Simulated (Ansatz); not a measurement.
BH8NSSi2, relaxed with RKS PBE-D4/def2-SVP in Ansatz from a rough embedded geometry. The force threshold is 0.03 eV/Å; the program also tests the step.

The species carries charge 0 and has multiplicity 1. The bonds changed during the relaxation, so this is another structure than the one it started from.

Start:

```xyz
13

B    -2.314    0.525   -0.978
Si   -0.565    0.300   -0.324
N     0.499    0.023   -1.698
S    -0.458   -1.423    0.937
Si    1.417   -0.870    1.817
H    -2.976    1.521   -0.765
H    -2.884   -0.353   -1.598
H    -0.151    1.502    0.349
H     0.421    0.894   -2.377
H     1.503    0.065   -1.366
H     1.756   -1.771    2.884
H     1.362    0.516    2.337
H     2.390   -0.928    0.783
```

Question: By how much does the energy fall, and how many steps does the optimiser take? (Best estimate.)

Answer: Computed: 33.34 kcal/mol, in 31 steps, 1 of them rejected.

Question: Which bonds change most? (Best estimate.)

Answer: The calculation gave: B1–S4 from 3.302 to 2.048 Å; Si2–S4 from 2.138 to 2.422 Å; N3–H9 from 1.106 to 1.022 Å; Si5–H13 from 1.421 to 1.505 Å.

Question: Give the relaxed structure. (Best estimate.)

Answer: The calculation gave: 
```xyz
13

B    -1.475   -0.162   -0.079
Si    0.000    0.803   -0.935
N     0.307    0.797   -2.623
S     0.171   -1.360    0.142
Si    0.694   -0.723    2.151
H    -1.903    0.220    0.996
H    -2.237   -0.709   -0.858
H     1.125    1.572   -0.304
H    -0.347    0.371   -3.283
H     1.233    0.949   -3.028
H    -0.336   -1.264    3.101
H     0.716    0.779    2.230
H     2.052   -1.274    2.490
```
